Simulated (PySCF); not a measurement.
# Electron correlation in Ga(2+) (gallium, charge +2)

[Ar] 3d9 4s1 4p1, one real determinant (an excited configuration). Calculation: PySCF 2.14, in x2c-TZVPPall with one added diffuse shell each of s, p, d type (7s6p5d1f, 57 functions); scalar relativity by spin-free X2C-1e. Frozen: [Ne]; 19 electrons correlated.

```csv
level,correlation energy (mhartree)
CCSD,-203.61
(T),-5.04
CCSD(T),-208.65
```

Diagnostics: T1 = 0.0063, D1 = 0.0141, largest double amplitude 0.113.

**Question.** Is a single reference adequate?

**Answer.** Mostly. T1 lies below 0.03, but a double amplitude of this size points to a near-degeneracy that CCSD handles and MP2 describes poorly.

The reference is one real determinant that mixes LS terms of this configuration.

This basis was not built for core-valence correlation, so the inner-shell part is incomplete.
